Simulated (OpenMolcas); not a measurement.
**Fe2+ in SrF2**

Fe2+ with its 8 nearest fluoride ions at 2.328 Å, on the Sr site of SrF2 (a = 5.796 Å, distance in the model lattice 2.510 Å). The rest of the host is ab initio model potentials to 7.6 Å and point charges beyond; the distance is set by hand and nothing relaxes. Ligand basis ANO-RCC-VDZP.

| Quantity | Value |
| --- | --- |
| Program | OpenMolcas 26.06 |
| Method | SS-CASPT2, IPEA 0.25 Eh, imaginary shift 0.1 Eh (closed shells correlated: 3s 3p and the ligand valence shells) |
| Basis | ANO-RCC-VTZP [6s5p3d2f1g] |
| Scalar Hamiltonian | DKH2, point nucleus |
| Active space | 6 electrons in 5 orbitals (3d) |
| State averaging | 2S+1 = 5 even, 5 roots; 2S+1 = 3 even, 45 roots; 2S+1 = 1 even, 50 roots |
| Spin-orbit coupling | state interaction with AMFI integrals over the reference wave functions |

The lowest spin-free states (labels of O, the rotations of Oh), above the lowest:

```csv
State,Degeneracy,E (cm-1),Free-ion L (%)
5E,2,0,D (100)
5T2,3,3650,D (100)
3T1,3,18760,H (79)
3E,2,19840,H (98)
3T1,3,20340,H (56)
3T2,3,21010,H (81)
3A2,1,21570,F (100)
3T1,3,22940,H (50)
3A1,1,23770,G (100)
3T2,3,23910,F (76)
3E,2,25570,G (95)
3T1,3,25720,G (54)
3T1,3,26860,P (33)
3T2,3,28380,G (93)
1E,2,28410,I (91)
1T2,3,28840,I (72)
1A2,1,29610,I (100)
1T2,3,29890,G (52)
1A1,1,29920,I (56)
1T1,3,30750,I (64)
```

The lowest levels with spin-orbit coupling:

```
E (cm-1)  Degeneracy  Label  2S+1
       0           1     A1     5
      18           3     T1     5
      37           2      E     5
      61           3     T2     5
      85           1     A2     5
    3420           3     T2     5
    3640           3     T1     5
    3660           2      E     5
    3950           3     T2     5
    3970           3     T1     5
    3990           1     A1     5
   18740           1     A1     3
   18790           3     T2     3
   18790           3     T1     3
   18820           2      E     3
   19890           3     T2     3
   19890           3     T1     3
   20060           2      E     3
   20060           3     T2     3
   20790           3     T1     3
```

Powder χT (cm3 K/mol): 0.55 at 2 K, 2.34 at 10 K, 3.36 at 50 K, 3.4 at 100 K, 3.42 at 200 K, 3.44 at 300 K. The effective moment at 300 K is 2.828 √(χT) = 5.25 μB.

The lowest level has 2S+1 = 5, for which the spin-only value is χT = S(S+1) / 2 = 3.000 cm3 K/mol (g = 2). The computed 3.442 at 300 K differs by +0.442, through orbital momentum, spin-orbit coupling and any other state in reach.

Roots that are degenerate in the reference are averaged as groups; the widest CASPT2 spread within a group is 800 cm-1 (the 3-fold group of multiplicity 3 near 53100 cm-1 above the lowest state of its run). Shifts and gaps below about the spread of the groups concerned are not significant. Over all roots computed the reference weight is 0.68 to 0.69; a low but even weight reflects the number of correlated electrons. An orbital doublet at a regular site is open to a Jahn-Teller distortion, which this geometry leaves out. A single d shell leaves out the double-shell effect, which counts most for late 3d ions, where the CASPT2 field can be off either way by tens of per cent. Ligand-to-metal charge-transfer states are missing. These CASPT2 states fit no ligand-field parameters well, so their order and spin gaps are uncertain. For late 3d ions with one d shell CASPT2 can put B and the spin-flip bands somewhat low as well as high. With one d shell and no ligand orbital active, 10Dq can be off by tens of per cent for divalent 3d ions, low with halides held by bare charges and at times high in hosts, and the orbital part of g and χT goes as 1/10Dq. Free-ion shares, where given, are those of the reference states; single-state CASPT2 does not remix them. No measured value stands beside these numbers; the geometry was set by hand and not optimised.

The CASPT2 steps took 14 min on 1 thread of Intel(R) Xeon(R) Platinum 8488C (Sapphire Rapids), on a shared host; the integral step is not counted.
